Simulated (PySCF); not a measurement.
Basis and Hamiltonian dependence of the electron affinity of Ti

Ti⁻ [Ar] 3d3 4s2 (4F) → Ti [Ar] 3d2 4s2 (3F). Calculated with PySCF 2.14 from differences of total energies of unrestricted determinants, without spin-orbit coupling. Values in eV.

```json
{"basis": "aug-cc-pVDZ", "Hamiltonian": "non-relativistic", "functions": "59", "UHF": "-0.783", "LDA": "1.106", "PBE0": "0.540", "MP2 (valence)": "-0.582", "CCSD(T) (valence)": "-0.169", "CCSD(T) (valence and next inner shell)": "n/a"}
{"basis": "aug-cc-pVDZ-DK", "Hamiltonian": "spin-free X2C", "functions": "59", "UHF": "-0.925", "LDA": "0.998", "PBE0": "0.418", "MP2 (valence)": "-0.717", "CCSD(T) (valence)": "-0.277", "CCSD(T) (valence and next inner shell)": "n/a"}
{"basis": "ANO-RCC-VTZP", "Hamiltonian": "spin-free X2C", "functions": "59", "UHF": "-1.623", "LDA": "0.512", "PBE0": "-0.014", "MP2 (valence)": "-1.026", "CCSD(T) (valence)": "-0.768", "CCSD(T) (valence and next inner shell)": "-0.551"}
{"basis": "def2-TZVPPD", "Hamiltonian": "non-relativistic", "functions": "67", "UHF": "-1.220", "LDA": "0.933", "PBE0": "0.367", "MP2 (valence)": "-0.667", "CCSD(T) (valence)": "-0.353", "CCSD(T) (valence and next inner shell)": "-0.160"}
{"basis": "x2c-TZVPPall with one added diffuse shell each of s, p, d, f type", "Hamiltonian": "spin-free X2C", "functions": "80", "UHF": "-0.976", "LDA": "0.993", "PBE0": "0.388", "MP2 (valence)": "-0.711", "CCSD(T) (valence)": "-0.297", "CCSD(T) (valence and next inner shell)": "-0.110"}
{"basis": "aug-cc-pVTZ", "Hamiltonian": "non-relativistic", "functions": "93", "UHF": "-0.803", "LDA": "1.110", "PBE0": "0.516", "MP2 (valence)": "-0.611", "CCSD(T) (valence)": "-0.178", "CCSD(T) (valence and next inner shell)": "n/a"}
{"basis": "aug-cc-pVTZ-DK", "Hamiltonian": "spin-free X2C", "functions": "93", "UHF": "-0.946", "LDA": "0.998", "PBE0": "0.393", "MP2 (valence)": "-0.747", "CCSD(T) (valence)": "-0.285", "CCSD(T) (valence and next inner shell)": "n/a"}
{"basis": "def2-QZVPPD", "Hamiltonian": "non-relativistic", "functions": "93", "UHF": "-1.021", "LDA": "1.037", "PBE0": "0.459", "MP2 (valence)": "-0.568", "CCSD(T) (valence)": "-0.250", "CCSD(T) (valence and next inner shell)": "-0.037"}
{"basis": "dyall-av2z", "Hamiltonian": "non-relativistic", "functions": "101", "UHF": "-0.772", "LDA": "1.090", "PBE0": "0.516", "MP2 (valence)": "-0.625", "CCSD(T) (valence)": "-0.204", "CCSD(T) (valence and next inner shell)": "n/a"}
{"basis": "x2c-QZVPPall with one added diffuse shell each of s, p, d, f, g type", "Hamiltonian": "spin-free X2C", "functions": "121", "UHF": "-0.961", "LDA": "1.001", "PBE0": "0.398", "MP2 (valence)": "-0.734", "CCSD(T) (valence)": "n/a", "CCSD(T) (valence and next inner shell)": "n/a"}
{"basis": "aug-cc-pwCVTZ-DK", "Hamiltonian": "spin-free X2C", "functions": "127", "UHF": "-0.954", "LDA": "0.995", "PBE0": "0.391", "MP2 (valence)": "-0.743", "CCSD(T) (valence)": "n/a", "CCSD(T) (valence and next inner shell)": "-0.070"}
{"basis": "aug-cc-pwCVTZ", "Hamiltonian": "non-relativistic", "functions": "127", "UHF": "-0.812", "LDA": "1.107", "PBE0": "0.515", "MP2 (valence)": "-0.607", "CCSD(T) (valence)": "n/a", "CCSD(T) (valence and next inner shell)": "n/a"}
{"basis": "aug-cc-pVQZ-DK", "Hamiltonian": "spin-free X2C", "functions": "140", "UHF": "-0.943", "LDA": "1.000", "PBE0": "0.391", "MP2 (valence)": "-0.751", "CCSD(T) (valence)": "n/a", "CCSD(T) (valence and next inner shell)": "n/a"}
```

Extrapolation of MP2 (valence) from aug-cc-pVTZ-DK and aug-cc-pVQZ-DK: the correlation parts are 0.199 and 0.193 eV; with the X⁻³ form and unrounded values, (4³ × 0.193 − 3³ × 0.199)/(4³ − 3³) = 0.188 eV, and adding the Hartree-Fock value -0.943 eV of the larger basis gives -0.755 eV.

Frozen in the all-electron rows: valence: [Ar]; valence and next inner shell: [Ne].

At UHF, ANO-RCC-VTZP, def2-TZVPPD lie more than 0.3 eV from the median of the rows with comparable relativity. Of these, ANO-RCC-VTZP has no diffuse functions of the l that the added or promoted electron needs.

Non-relativistic rows lack the scalar-relativistic shift.

In most of these bases the highest occupied level of the anion is positive at UHF, LDA, PBE0, so the basis helps to hold the electron.

Between the lowest levels the reference is 0.076 eV (measured; photodetachment measurements, as compiled on the Wikipedia data page of electron affinities); it includes spin-orbit coupling, which these numbers lack.
